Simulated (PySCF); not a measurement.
## Calculated data, BClH$_{3}$O, AlBH$_{8}$Si$_{2}$

Computed with PySCF 2.14.0. Calculation on a computer-drawn molecule: the log of a Hartree-Fock and frozen-core CCSD(T) single point meant for a local Hartree-Fock minimum, with one planted fault or none, to be diagnosed. Offsets are logged minus clean, where the clean run is the same molecule without the fault. The reference is restricted for singlets and unrestricted otherwise, and also for a bond in bohr or an excited solution. Adding or removing an electron swaps singlet and doublet. The excited solution moves the top pair (singlet) or top alpha electron (doublet) to the lowest empty orbital. Highest occupied and lowest empty are orbital energies over both spins, largest force is the largest gradient component, triples share is (T) over the correlation energy, the T1 limit is 0.02 restricted and 0.045 unrestricted, electrons count all cores, a negative frequency is imaginary (commonest isotopes), and the dipole is about the centre of nuclear charge.

Common to all runs: meant multiplicity 1; logged SCF converged yes; logged spin squared 0; logged CC converged yes; logged SCF stable within its kind yes; possible faults no fault, one electron removed, one electron added, multiplicity raised by two, geometry at a saddle point, SCF held on an excited solution, minimal basis STO-3G, one bond length entered in bohr, all coordinates scaled.

(1) 
```xyz
6
formula=BClH3O meant_charge=-1 meant_basis=aug-cc-pV(D+d)Z logged_electrons=34 logged_basis_functions=105 logged_highest_occupied=-5.3009 logged_lowest_empty=4.1055 logged_largest_force=3.527e-05 logged_lowest_frequency=152.22 logged_T1_diagnostic=0.012943 logged_D1_diagnostic=0.039538 logged_triples_share=0.028723 logged_dipole_magnitude=2.1227 logged_energy_HF=-560.91498 logged_energy_CCSD(T)=-561.43185 planted_fault=no_fault HF_energy_offset_from_clean_run=0 CCSD(T)_energy_offset_from_clean_run=0
O     -2.1180    -0.8579     2.7809
B     -2.3690    -0.1262     1.5893
Cl    -0.4470    -0.0230     0.4864
H     -1.5443    -0.3715     3.3459
H     -3.0726    -0.7195     0.8030
H     -2.5634     1.0696     1.7149
```

Units: logged_highest_occupied, logged_lowest_empty in eV; logged_largest_force in hartree/bohr; logged_lowest_frequency in cm⁻¹; logged_dipole_magnitude in debye; logged_energy_HF, logged_energy_CCSD(T) in hartree; HF_energy_offset_from_clean_run, CCSD(T)_energy_offset_from_clean_run in kcal/mol.

Drawn bonds:
| atom | other atom | order |
| --- | --- | --- |
| 1 | 2 | 1 |
| 2 | 3 | 1 |
| 1 | 4 | 1 |
| 2 | 5 | 1 |
| 2 | 6 | 1 |

(2) 
```xyz
12
formula=AlBH8Si2 meant_charge=0 meant_basis=cc-pV(D+d)Z logged_electrons=54 logged_basis_functions=40 logged_highest_occupied=-7.0857 logged_lowest_empty=6.4313 logged_largest_force=0.037141 logged_T1_diagnostic=0.0079179 logged_D1_diagnostic=0.028635 logged_triples_share=0.011365 logged_dipole_magnitude=0.60658 logged_energy_HF=-839.19182 logged_energy_CCSD(T)=-839.40393 planted_fault=minimal_basis_STO-3G HF_energy_offset_from_clean_run=6200 CCSD(T)_energy_offset_from_clean_run=6345
Al    -0.5592     2.0566     1.1527
B      0.5317     0.2571     0.7793
Si    -0.0332    -1.0644    -0.6686
Si     2.1962    -0.2353     1.8511
H     -0.2587     3.3662     0.3112
H     -1.6786     2.0975     2.2747
H     -1.4788    -1.0093    -1.0071
H      0.7356    -0.6744    -1.8822
H      0.2972    -2.4737    -0.3370
H      1.7095    -1.0899     2.9686
H      3.1903    -1.0107     1.0664
H      2.9015     0.9310     2.4427
```

Units: logged_highest_occupied, logged_lowest_empty in eV; logged_largest_force in hartree/bohr; logged_dipole_magnitude in debye; logged_energy_HF, logged_energy_CCSD(T) in hartree; HF_energy_offset_from_clean_run, CCSD(T)_energy_offset_from_clean_run in kcal/mol.

Drawn bonds:
| atom | other atom | order |
| --- | --- | --- |
| 1 | 2 | 1 |
| 2 | 3 | 1 |
| 2 | 4 | 1 |
| 1 | 5 | 1 |
| 1 | 6 | 1 |
| 3 | 7 | 1 |
| 3 | 8 | 1 |
| 3 | 9 | 1 |
| 4 | 10 | 1 |
| 4 | 11 | 1 |
| 4 | 12 | 1 |
